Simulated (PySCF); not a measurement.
Diagnose this run.

A geometry optimisation on BiBr3, SMILES `[Br][Bi]([Br])[Br]`. Theory: PBE0-D3(BJ)/def2-SVP geometry optimisation, gas phase, def2 core potentials past Kr (PySCF).

Driver input (Å, GFN2-xTB start):

```
{"job": {"xc": "PBE0", "basis": "def2-SVP", "d3": "d3bj", "grid": 1, "maxiter": 30, "shake": 0.03, "kind": "geom"}, "charge": 0, "multiplicity": 1}
Bi     0.0565    -0.0712     1.0392
Br     2.1999    -0.0431    -0.3384
Br    -1.1428     1.9234    -0.3832
Br    -1.0304    -1.8996    -0.3481
```

Output:

```
step   0  E = -7935.41066482  max force = 0.024165
step   1  E = -7935.41681121  max force = 0.008419
step   2  E = -7935.41705341  max force = 0.002995
step   3  E = -7935.41715553  max force = 0.001157
step   4  E = -7935.41711448  max force = 0.001715
step   5  E = -7935.41711548  max force = 0.001199
step   6  E = -7935.41711610  max force = 0.001042
step   7  E = -7935.41711612  max force = 0.001023
step   8  E = -7935.41711603  max force = 0.001013
step   9  E = -7935.41711596  max force = 0.001007
step  10  E = -7935.41711592  max force = 0.001006
step  11  E = -7935.41711587  max force = 0.001002
step  12  E = -7935.41711582  max force = 0.001001
step  13  E = -7935.41711576  max force = 0.000997
step  14  E = -7935.41711569  max force = 0.000995
step  15  E = -7935.41711562  max force = 0.000992
step  16  E = -7935.41711555  max force = 0.000990
step  17  E = -7935.41711546  max force = 0.000986
step  18  E = -7935.41711538  max force = 0.000984
step  19  E = -7935.41711528  max force = 0.000981
step  20  E = -7935.41711519  max force = 0.000979
step  21  E = -7935.41711508  max force = 0.000975
step  22  E = -7935.41711497  max force = 0.000973
step  23  E = -7935.41711486  max force = 0.000970
step  24  E = -7935.41711474  max force = 0.000968
step  25  E = -7935.41711461  max force = 0.000964
step  26  E = -7935.41711448  max force = 0.000962
step  27  E = -7935.41711434  max force = 0.000959
step  28  E = -7935.41711420  max force = 0.000956
step  29  E = -7935.41711405  max force = 0.000953
step  30  E = -7935.41711390  max force = 0.000951
optimisation not converged
```

Energies are in Eh and forces in Eh/bohr.

Can the results be trusted, and what went wrong?

Not as they stand: step limit reached with the energy nearly constant. After 31 gradient evaluations the largest force component was 0.00095 Eh/bohr against a threshold of 0.00045, and over the last 5 steps the energy changed by 0.000 kcal/mol in all, within a range of 0.000 kcal/mol, the last step by 0.000 kcal/mol. The energy rose in 1 of the 30 steps.

How can it be mended?

Restart from the last geometry, if need be with a computed Hessian or a finer grid, and confirm the end point by frequencies.
